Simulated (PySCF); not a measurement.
Be(tBu)(SeH), SMILES C[C](C)(C)[Be][SeH] (GFN2-xTB optimised geometry):

```
16

Be     0.574    -0.513     0.000
C     -0.690     0.661    -0.003
C     -1.786    -0.431     0.007
C     -0.911     1.551     1.228
C     -0.914     1.531    -1.247
H     -2.773     0.034     0.001
H     -1.727    -1.058     0.898
H     -1.724    -1.077    -0.869
H     -0.820     0.982     2.151
H     -0.184     2.359     1.255
H     -1.909     1.992     1.199
H     -0.187     2.338    -1.289
H     -0.826     0.948    -2.161
H     -1.912     1.974    -1.222
Se     1.355    -2.359     0.000
H      2.773    -2.359     0.000
```

Method: CAM-B3LYP/def2-TZVP (PySCF 2.14.0).

### Question
What are the frontier orbital energies and the dipole moment?

### Answer
HOMO-2 -9.80 eV, HOMO-1 -8.56 eV, HOMO -8.51 eV, LUMO 0.09 eV, LUMO+1 0.71 eV; dipole moment 1.04 D.

Meta-Löwdin charges at CAM-B3LYP/def2-TZVP: Be1 1.17, C2 -0.45, C3 -0.36, C4 -0.33, C5 -0.33, H6 0.11, H7 0.10, H8 0.10, H9 0.10, H10 0.10, H11 0.09, H12 0.10, H13 0.10, H14 0.09, Se15 -0.68, H16 0.08.
